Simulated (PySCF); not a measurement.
# Electron correlation in Ge (germanium, neutral)

[Ar] 3d10 4s2 4p2, high-spin 3P determinant. Calculation: PySCF 2.14, in def2-TZVP (6s5p4d1f, 48 functions); no relativity, point nucleus. Frozen: [Ar] 3d10; 4 electrons correlated.

MP2 pair energies summed by pair of shells (mhartree):

| pair | energy | share (%) |
| --- | --- | --- |
| 4s-4p | -30.04 | 60.2 |
| 4s-4s | -15.10 | 30.2 |
| 4p-4p | -4.79 | 9.6 |

Total MP2 correlation energy: -49.94 mhartree.

Same-spin part -8.52 and opposite-spin part -41.42 mhartree; SCS-MP2 scales them by 1/3 and 6/5 to -52.54 mhartree.

| level | correlation energy (mhartree) |
| --- | --- |
| CCSD | -64.78 |
| (T) | -1.81 |
| CCSD(T) | -66.59 |

Diagnostics: T1 = 0.0092, D1 = 0.0247, largest double amplitude 0.095.

Problem. Is a single reference adequate?

Solution. Mostly. T1 lies below 0.03, but a double amplitude of this size points to a near-degeneracy that CCSD handles and MP2 describes poorly.
